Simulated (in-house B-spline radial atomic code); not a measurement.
Results of a calculation; reference values are marked as such.
**As in an electron gas of r_s = 4: phase shifts, screening and friction**

A nucleus sits in a uniform electron gas with a rigid positive background. The Kohn-Sham equations are solved self-consistently in the spin-unpolarised LDA (PW92), non-relativistic, on B-splines with outgoing waves at the boundary and partial waves to l = 8. The model has no lattice, no bands and no magnetic solution. Atomic units; δ_l are the phase shifts at the Fermi level, counted so that each bound state adds π, and good to about 0.0005.

The density parameter is r_s = 4 bohr.

```json
{"l": "0", "δ_l (rad)": "11.2114"}
{"l": "1", "δ_l (rad)": "8.3007"}
{"l": "2", "δ_l (rad)": "3.1383"}
{"l": "3", "δ_l (rad)": "0.0046"}
{"l": "4", "δ_l (rad)": "0.0006"}
{"l": "5", "δ_l (rad)": "0.0002"}
{"l": "6", "δ_l (rad)": "0.0002"}
{"l": "7", "δ_l (rad)": "0.0002"}
{"l": "8", "δ_l (rad)": "0.0002"}
```

Bound levels below the band bottom (hartree): p -47.2, s -6.402, p -4.523, d -1.215, s -0.2322 and deeper ones.

(1) Check the Friedel sum rule, and say where the screening charge sits.

(2) Find the transport cross section and the electronic stopping of a 2 keV As ion (mass 74.92 u).

## Answers

(1) k_F = (9π/4)^(1/3)/r_s = 0.47979. The rule is Z = (2/π) Σ (2l + 1) δ_l. The terms are s 7.137, p 15.853, d 9.990, f 0.020 and 0.011 beyond, in all 33.011 against Z = 33. Bound states hold 8 s, 12 p, 10 d electrons, so the scattering states carry 3.01 in all; where a term is smaller than its bound count, the bound level has drawn weight out of the band.

(2) σ_tr = (4π/k_F²) Σ (l + 1) sin²(δ_l − δ_(l+1)). The terms for l = 0 to 3 are 0.0524, 1.6216, 0.0002, 0.0001, all together 1.6742, so σ_tr = 54.589 × 1.6742 = 91.394 bohr². With n = 3/(4π r_s³) = 0.00373, the friction coefficient is Q = n k_F σ_tr = 0.1636. For v well below v_F = 0.480, dE/dx = Q v; with 24801 eV per u at v = 1, v = √(2000/(24801 × 74.92)) = 0.0328, so dE/dx = 0.00537 hartree/bohr = 2.76 eV/nm. The largest term couples the p and d waves.
